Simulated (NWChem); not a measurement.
Molecule: C₂H₉NSi; SMILES [SiH3]N(C)C

Problem. Give the equilibrium geometry at PBE0/def2-SVP (NWChem) as an XYZ file, with the point group.

Solution. point group Cs; any orientation.
```
13

C     -0.0469    -1.1507     1.2104
N      0.1266    -0.3883     0.0000
C     -0.0469    -1.1507    -1.2104
Si     0.0030     1.3434     0.0000
H      0.6418    -2.0163     1.2304
H     -1.0754    -1.5497     1.3317
H      0.1762    -0.5344     2.0949
H      0.6418    -2.0163    -1.2304
H      0.1762    -0.5344    -2.0949
H     -1.0754    -1.5497    -1.3317
H     -1.3964     1.8977     0.0000
H      0.6783     1.8553    -1.2312
H      0.6783     1.8553     1.2312
```
